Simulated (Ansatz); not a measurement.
Geometry optimisation, RKS B3LYP/def2-SVP (Ansatz).

Input file:

```yaml
crystal:
  periodic: [false, false, false]
  atoms:
    - { symbol: Si, position_ang: [0.0, 0.0, 0.0] }
    - { symbol: H, position_ang: [0.0, 0.0, 1.46] }
    - { symbol: Si, position_ang: [2.0935, 0.0, -0.7393] }
    - { symbol: H, position_ang: [2.5508, -1.3762, -0.9079] }
    - { symbol: H, position_ang: [2.1573, 0.6939, -2.0222] }
    - { symbol: H, position_ang: [2.951, 0.6823, 0.2255] }
    - { symbol: O, position_ang: [-0.7913, 1.3709, -0.5594] }
    - { symbol: Si, position_ang: [-2.4002, 1.4263, -1.0396] }
    - { symbol: H, position_ang: [-3.2124, 0.6421, -0.1138] }
    - { symbol: H, position_ang: [-2.862, 2.8114, -1.0378] }
    - { symbol: H, position_ang: [-2.5267, 0.8736, -2.385] }
    - { symbol: O, position_ang: [-0.7913, -1.3709, -0.5594] }
    - { symbol: H, position_ang: [-1.2459, -1.8365, 0.2129] }
basis:
  gaussian: { orbitals: def2-SVP }
hamiltonian:
  xc: b3lyp
relax:
  f_tol: 0.02
  max_steps: 40
output:
  orbitals: {}
```

Launched with:

```bash
$ ansatz run input.yaml --threads 2 --pin off --max-ram 3072MiB --backend cpu --events-out ev --progress --plain --runs-dir out
```

Problem. Where does it end, and by what steps?

Solution. The run converged. The force dipped under the threshold on the way, but the program's further checks kept it going. After 34 steps the energy has fallen by 0.393 eV; H11 moved furthest, 1.39 Å.

| step | energy less start (eV) | largest force component (eV/Å) | accepted |
| --- | --- | --- | --- |
| 0 | 0.0000 | 1.786 | yes |
| 2 | -0.2934 | 0.273 | yes |
| 4 | -0.3518 | 0.314 | yes |
| 6 | -0.3746 | 0.188 | yes |
| 8 | -0.3808 | 0.117 | yes |
| 10 | -0.3843 | 0.135 | yes |
| 12 | -0.3868 | 0.033 | yes |
| 14 | -0.3877 | 0.039 | yes |
| 16 | -0.3890 | 0.080 | yes |
| 18 | -0.3903 | 0.048 | yes |
| 20 | -0.3910 | 0.066 | yes |
| 22 | -0.3917 | 0.017 | yes |
| 24 | -0.3920 | 0.049 | yes |
| 26 | -0.3923 | 0.029 | yes |
| 28 | -0.3927 | 0.018 | yes |
| 30 | -0.3929 | 0.025 | yes |
| 32 | -0.3931 | 0.027 | yes |
| 34 | -0.3932 | 0.017 | yes |

```xyz
13
Properties=species:S:1:pos:R:3
Si -0.063 -0.321 0.304
H 0.169 -0.261 1.777
Si 1.885 0.051 -0.960
H 2.938 -0.944 -0.595
H 1.595 -0.065 -2.420
H 2.419 1.421 -0.691
O -1.203 0.845 -0.015
Si -2.240 1.632 -1.046
H -3.466 0.810 -1.273
H -2.629 2.930 -0.429
H -1.581 1.891 -2.361
O -0.599 -1.836 -0.142
H -1.303 -2.236 0.384
```

Whether the end is a true minimum wasn't checked by a vibrational analysis.

Time of the run: 63 s on 2 threads of Intel(R) Xeon(R) 6975P-C (Granite Rapids), on a shared host, peak memory 0.31 GiB.
